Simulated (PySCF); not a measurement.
AlO, SMILES [O]=[Al], multiplicity 2. Coordinates come from a PBE0-D3(BJ)/def2-TZVPD optimisation.

All values below come from PBE0-D3(BJ)/def2-TZVPD in PySCF.

Harmonic wavenumbers (cm⁻¹): 969. Rotational constants (GHz): 19.18 (linear); symmetry number 1.

**Question.** Work out the zero-point energy and the ideal-gas rigid-rotor harmonic-oscillator thermochemistry at 298.15 K and 1 atm.

**Answer.** ZPE = ½ Σ hcν = ½ × 969 cm⁻¹ = 5.80 kJ/mol. H − E(el) = 14.58 kJ/mol. Entropy in J/(mol K): translation 155.65, rotation 56.37, vibration 0.44, spin 5.76, total 218.23. G − E(el) = -50.48 kJ/mol. Cp = 30.82 J/(mol K).
